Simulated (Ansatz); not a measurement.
Geometry optimisation, RKS PBE0-D4/def2-SVP (Ansatz 0.2.0).

Input file:

```yaml
crystal:
  periodic: [false, false, false]
  atoms:
    - { symbol: B, position_ang: [0.0, 0.0, 0.0] }
    - { symbol: H, position_ang: [0.0, 0.0, 1.54] }
    - { symbol: O, position_ang: [1.2211, 0.0, -0.705] }
    - { symbol: H, position_ang: [1.5209, -0.9519, -0.8599] }
    - { symbol: O, position_ang: [-1.2211, 0.0, -0.705] }
    - { symbol: H, position_ang: [-1.7308, -0.8467, -0.4965] }
    - { symbol: Cl, position_ang: [0.0968, 2.0475, 0.6811] }
    - { symbol: H, position_ang: [0.0414, 0.8758, 1.6586] }
basis:
  gaussian: { orbitals: def2-SVP }
hamiltonian:
  xc: pbe0
  dispersion: d4
relax:
  f_tol: 0.15
  max_steps: 25
  restrain:
    - { distance: [0, 6], at: 1.86, k: 30.0 }
    - { distance: [7, 1], at: 0.66, k: 30.0 }
    - { distance: [0, 1], at: 2.39, k: 30.0 }
    - { distance: [7, 6], at: 2.57, k: 30.0 }
```

Launched with:

```bash
$ ansatz run input.yaml --threads 1 --pin off --max-ram 2048MiB --backend cpu --events-out ev --progress --plain --runs-dir out
```

Task: Where does it end, and by what steps?

Result: The forces met the threshold. The restraints hold the end off the free minimum. After 7 steps the energy has fallen by 3.138 eV (the restraints' own energy left out); B1 moved furthest, 0.63 Å. Parted: Cl7–H8 (1.53 → 2.57 Å).

```tsv
step	energy less start (eV)	largest force component (eV/Å)	accepted
0	0.0000	3.589	yes
1	-0.7725	4.835	yes
2	-1.8431	4.195	yes
3	-2.6853	2.411	yes
4	-2.9248	1.537	yes
5	-3.0120	1.471	yes
6	-3.1191	1.788	yes
7	-3.1381	1.811	yes
```

```xyz
8
Properties=species:S:1:pos:R:3
B -0.002 0.523 -0.348
H 0.016 -0.176 1.947
O 1.179 -0.094 -0.580
H 1.117 -1.015 -0.848
O -1.240 -0.001 -0.491
H -1.267 -0.930 -0.731
Cl 0.083 2.282 0.136
H 0.043 0.536 2.028
```

Time of the run: 15 s on 1 thread of Intel(R) Xeon(R) 6975P-C (Granite Rapids), on a shared host, peak memory 0.16 GiB.
